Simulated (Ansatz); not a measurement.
`[SeH][SiH2]Br` + `BO` → `BO[SiH2]Br` + H₂Se at 400 K and 1 bar (ligand exchange at the Si–Se bond).

Gas-phase electronic energies from Ansatz, PBE0-D4/def2-TZVP geometries. CBS: MP2 limit from def2 TZ/QZ plus the TZ coupled-cluster correction, frozen cores. This one scheme is used for every species. For Br, Se outer-core shells are correlated without core-valence functions, which leaves a few kJ/mol of doubt a bond. Scalar relativity is left out up to krypton. One conformer a species, not always the lowest.

| species | CCSD(T)/CBS energy (Eh) | H − E (kJ/mol) | S (J/(mol·K)) |
| --- | --- | --- | --- |
| `[SeH][SiH2]Br` | -5264.97418 | 94.9 | 354.9 |
| `BO` | -101.80414 | 108.2 | 244.0 |
| `BO[SiH2]Br` | -2964.89003 | 145.0 | 366.9 |
| H₂Se | -2401.89790 | 49.4 | 229.5 |

H − E and S are ideal-gas, rigid-rotor, harmonic terms from PBE0-D4/def2-TZVP, for one conformer and one mirror image of each species. 1 Eh = 2625.50 kJ/mol, R = 8.31446 J/(mol·K).

Question: By hand: ΔE, ΔH, ΔS and ΔG.

Answer: ΔE = (-2964.89003) + (-2401.89790) − (-5264.97418) − (-101.80414) = -0.00961 Eh = -25.2 kJ/mol. Δ(H − E) = 145.0 + 49.4 − 94.9 − 108.2 = -8.7, so ΔH = -33.9 kJ/mol. ΔS = 366.9 + 229.5 − 354.9 − 244.0 = -2.5 J/(mol·K). ΔG = -33.9 − 400 × (-2.5)/1000 = -32.9 kJ/mol.

Question: By hand: the equilibrium constant, and the temperature at which ΔG would vanish if ΔH and ΔS stayed fixed.

Answer: log₁₀ K = −ΔG/(RT ln 10) = 4.3. ΔG = 0 at ΔH/ΔS = 13560 K, far beyond where these terms or the molecules hold.

The number of gas molecules stays the same, so ΔS is small and ΔH decides. A doubt of 5 kJ/mol in ΔE shifts log₁₀ K by 0.7 here. Other conformers and mirror images would add mixing entropy, several J/(mol·K) or more a flexible species. Modes under 60 cm⁻¹, often nearly free rotors, make the harmonic entropy too high. These are equilibria of isolated gas molecules and say nothing of rates. Largest T1 diagnostic: 0.014 (customary marks: 0.02 for closed shells, 0.045 for open ones).
